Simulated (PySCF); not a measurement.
# What a mistake does to a calculation on AlBClH2O cation

These are calculations, not measurements. They come from PySCF 2.14.0, an open-source quantum chemistry program, on an isolated molecule that a program drew, which may never have been made. The molecule is AlBClH2O cation (charge +1, singlet), drawn as the SMILES string `[AlH+][O]BCl`.

Each row is a Hartree-Fock (HF) and frozen-core CCSD(T) single point in the cc-pV(D+d)Z basis, meant for a local HF minimum. Run 1 is clean. Each other run has one planted mistake out of seven kinds, and not every kind appears here: one electron removed, one electron added, multiplicity raised by two, geometry at a saddle point, minimal basis STO-3G, one bond length entered in bohr, all coordinates scaled. The reference is restricted for singlets and unrestricted otherwise, and also for a bond in bohr. Adding or removing an electron swaps singlet and doublet. Electrons count all cores. HOMO and LUMO are orbital energies over both spins, the gradient is its largest component, and the lowest frequency (negative if imaginary) is given only where the gradient is small. Bond lengths are over the 5 bonds as drawn. T1 is the CCSD diagnostic: over 0.02 (restricted) or 0.045 (unrestricted) a single reference is doubtful.

Geometry of the clean run:
```xyz
6
AlBClH2O cation, angstrom
Al    0.3598   -1.6858    0.4206
O     0.9143   -0.6393    1.5167
B     1.2793    0.4363    2.3156
Cl    0.7689    2.0226    1.8224
H    -0.1462   -2.7190   -0.5952
H     1.9171    0.2432    3.2938
```

| run | electrons | basis functions | <S^2> | HOMO (eV) | LUMO (eV) | gradient (hartree/bohr) | lowest frequency (cm^-1) | mean bond (Å) | longest bond (Å) | T1 | HF (hartree) | CCSD(T) (hartree) | mistake |
|---|---|---|---|---|---|---|---|---|---|---|---|---|---|
| 1 | 44 | 84 | 0.000 | -16.32 | -4.60 | 2.6e-05 | 61 | 1.4917 | 1.738 | 0.0166 | -801.99713 | -802.48222 | no fault |
| 2 | 43 | 84 | 0.759 | -24.18 | -13.32 | 9.3e-02 | - | 1.4917 | 1.738 | 0.0216 | -801.45447 | -801.91065 | one electron removed |
| 3 | 44 | 30 | 0.000 | -14.73 | 0.14 | 6.3e-02 | - | 1.4917 | 1.738 | 0.0221 | -792.92852 | -793.07629 | minimal basis STO-3G |
| 4 | 44 | 84 | 0.000 | -16.09 | -4.99 | 4.5e-02 | - | 1.5812 | 1.842 | 0.0189 | -801.97609 | -802.46853 | ? |
| 5 | 44 | 84 | 2.025 | -9.84 | -9.13 | 1.3e-01 | - | 1.4917 | 1.738 | 0.0378 | -801.79451 | -802.26863 | ? |

**Which mistake was planted in run 4, and what did it cost?**

The mean and the longest bond both change by the same factor, 1.060, and the gradient is no longer small. So the mistake is: all coordinates scaled. Subtracting run 1 and multiplying by 627.51 kcal/mol a hartree, the energy moved by 13.2 kcal/mol in HF and 8.6 kcal/mol in CCSD(T).

**Which mistake was planted in run 5, and what did it cost?**

Electrons, basis and geometry are unchanged, and <S^2> is 2.025, beside S(S+1) = 2.00 for a multiplicity of 3. So the mistake is: multiplicity raised by two. Subtracting run 1 and multiplying by 627.51 kcal/mol a hartree, the energy moved by 127.1 kcal/mol in HF and 134.0 kcal/mol in CCSD(T).

Cautions from the logs. Run 3: T1 is over the limit, so its CCSD(T) energy is less reliable.
